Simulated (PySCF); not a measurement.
# Frontier orbitals and the lowest excitations

Species: C₅H₁₀N₂Si.
Geometry (GFN2-xTB, Å), atoms numbered from 1 in this order:
```xyz
18
C5H10N2Si angstrom
C     -1.385    1.901    0.110
Si    -1.024    0.095    0.581
C     -2.076   -1.152   -0.376
N      0.653   -0.229    0.131
C      1.726    0.595    0.063
C      2.824   -0.165   -0.238
C      2.318   -1.474   -0.333
N      1.025   -1.497   -0.109
H     -1.158    2.097   -0.934
H     -2.432    2.136    0.269
H     -0.804    2.596    0.710
H     -1.113   -0.086    2.039
H     -2.085   -0.934   -1.441
H     -3.104   -1.152   -0.029
H     -1.676   -2.153   -0.251
H      1.620    1.647    0.231
H      3.835    0.158   -0.373
H      2.849   -2.378   -0.558
```

Level of theory: TDDFT PBE0/def2-SVPD, vertical, gas phase, core orbitals frozen in the response (PySCF).

Frontier orbitals with the atoms that hold most of them (Löwdin shares over 4%, at most four atoms; ? is withheld):

```json
{"orbital": "LUMO+2", "ε (eV)": "1.00", "atoms": "Si2 20%, C3 18%, H12 12%, H13 8%"}
{"orbital": "LUMO+1", "ε (eV)": "0.64", "atoms": "C1 21%, Si2 12%, H9 9%, H10 9%"}
{"orbital": "LUMO", "ε (eV)": "0.24", "atoms": "C5 18%, N8 17%, N4 15%, Si2 11%"}
{"orbital": "HOMO", "ε (eV)": "-7.13", "atoms": "?"}
{"orbital": "HOMO-1", "ε (eV)": "-7.38", "atoms": "?"}
{"orbital": "HOMO-2", "ε (eV)": "-8.02", "atoms": "N8 64%, C7 11%, N4 10%, C6 5%"}
{"orbital": "HOMO-3", "ε (eV)": "-9.09", "atoms": "C3 30%, C1 24%, Si2 22%, H15 6%"}
```

(1) Which atoms hold the HOMO-1, and with what shares?

(2) Which atoms hold the HOMO, and with what shares?

(3) The HOMO–LUMO gap is 7.37 eV. Where does the response calculation put the lowest singlet, and from which orbitals?

(4) Give energy, strength and leading configuration of S2 and S5, and follow the Löwdin shares of the leading atoms from the occupied to the empty orbital.

Answers

(1) N4 (bonded to C, N and Si) 27%; C7 (bonded to C, N and H) 27%; N8 (bonded to C and N) 14%; C6 (bonded to 2 C and H) 10%. By element: nitrogen 41%, carbon 37% or more.

(2) C6 (bonded to 2 C and H) 29%; C5 (bonded to C, N and H) 26%; N8 (bonded to C and N) 23%; N4 (bonded to C, N and Si) 10%. By element: carbon 54% or more, nitrogen 33%.

(3) S1 is at 6.51 eV (f = 0.133), 0.87 eV below the gap, made of HOMO→LUMO (52%), HOMO-1→LUMO (33%). 

(4) 
- S2 (6.54 eV, f 0.0043), HOMO-2→LUMO (88%): N8 64% → 17%, C7 11% → at most 11%, C5 at most 5% → 18%
- S5 (7.11 eV, f 0.0075), HOMO-1→LUMO+1 (78%): N4 27% → at most 9%, C7 27% → at most 9%, C1 at most 11% → 21%, Si2 at most 11% → 12%

Löwdin shares depend on the basis, the more so with diffuse functions.

Time: 60 s wall (with the writing of density and orbital grids); peak memory 1.1 GiB. Hardware: one thread, Intel Xeon Platinum 8375C at 2.90 GHz (x86_64), shared host with 64 logical CPUs at a one-minute load of 36.

One conformer stands for the species.
